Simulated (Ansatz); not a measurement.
Abstraction of Br: BBrCl2 + C2H2F → BCl2 + C2H2BrF

Species: BBrCl2 (bromodichloroborane) `ClB(Cl)Br`, singlet; C2H2F `C=[C]F`, doublet; BCl2 `Cl[B]Cl`, doublet; C2H2BrF `C=C(F)Br`, singlet. A radical takes Br: the energy is the difference in strength between the B–Br bond broken and the C–Br bond made.

Shapes, held fixed at every level: PBE0-D4/def2-TZVP. Programs: Ansatz 0.2.0. Electronic energies: no zero-point or thermal term.

Q: Estimate ΔE of this reaction.

A: B2PLYP/def2-TZVPP gives ΔE = +82.3 kJ/mol; the levels span +72.5 to +106.6. The median of the levels is +82.6. No measured value is set beside it here. Spin contamination: C2H2F (⟨S²⟩ up to 0.93). Open shells run unrestricted. Relativity is left out for Br. Outer-core shells of Br are correlated, in sets that cover them unevenly.

```
                level                    kind  ΔE (kJ/mol)
        HF/def2-TZVPP            Hartree–Fock       +106.6
     SPW92/def2-TZVPP                     LDA        +72.5
    PBE-D4/def2-TZVPP                     GGA        +77.2
 r2SCAN-D4/def2-TZVPP                meta-GGA        +82.6
r2SCAN0-D4/def2-TZVPP           global hybrid        +87.0
   wB97M-V/def2-TZVPP  range-separated hybrid        +87.3
    B2PLYP/def2-TZVPP           double hybrid        +82.3
```
